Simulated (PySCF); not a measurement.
anisole: removing and adding an electron

Parent: `COc1ccccc1` (C7H8O). Non-hydrogen atoms are numbered in `[CH3:1][O:2][c:3]1[cH:4][cH:5][cH:6][cH:7][cH:8]1`. These are map numbers, not IUPAC locants.

Level of theory: ωB97X-D3(BJ)/ma-def2-SVP single points in PySCF, grid level 2; every species was optimised with PBE0-D3(BJ)/ma-def2-SVP. The prefix ma- adds one diffuse s and one diffuse p function on all atoms but H. ωB97X-D3(BJ) is ωB97X-V with D3(BJ) in place of VV10. Thermal corrections: GFN2-xTB frequencies, unscaled, ideal gas at 298.15 K and 1 bar, quasi-RRHO entropy. These were taken at the GFN2-xTB minima.

Frontier levels of the parent: HOMO -8.67 eV, LUMO 1.69 eV.

Oxidation to the radical cation:
* Vertical ionisation energy (electronic): 8.45 eV
* Adiabatic ionisation energy (with zero-point energy): 8.14 eV
* Adiabatic, electronic part: 8.21 eV
* Vertical gap at the product's structure: 7.99 eV
* Inner reorganisation energy (four-point): 456 meV
* Relaxation of product / of parent: 237 / 219 meV
* ⟨S²⟩ of the product: 0.782
* Largest spin populations: C6 0.42, O2 0.23, C4 0.22, C3 0.16
* Largest changes of atomic charge: C6 0.16, O2 0.16, C3 0.11, C4 0.09
* Distances that move most (Å): O2–C3 1.351 → 1.295; C3–C4 1.402 → 1.438; C1–O2 1.401 → 1.433; C3–C8 1.399 → 1.430
* Potential in THF: 6.30 V absolute (solvation -15 → -189 kJ/mol)

Vertical electron affinity to the radical anion: -1.48 eV. The extra electron is not bound at this structure, the number hangs on the basis, and the ion was not relaxed.

Solvents are IEF-PCM continua (electrostatics only, gas-phase structures); absolute potentials refer to an electron at rest in vacuum.

Measured values (NIST Chemistry WebBook, evaluated or the median of agreeing entries): vertical ionisation energy 8.42 eV (computed 8.45, difference 0.03); adiabatic ionisation energy 8.20 eV (computed 8.14, difference -0.06).

Caveats: ma-def2-SVP is a small basis, whose errors can reach tens of kJ/mol.

Hardware: 1 thread of Arm Neoverse V2, shared with other jobs. Command: `OMP_NUM_THREADS=1 python redox_run.py task.json out`. Structures, frequencies and single points: 5.6 min.
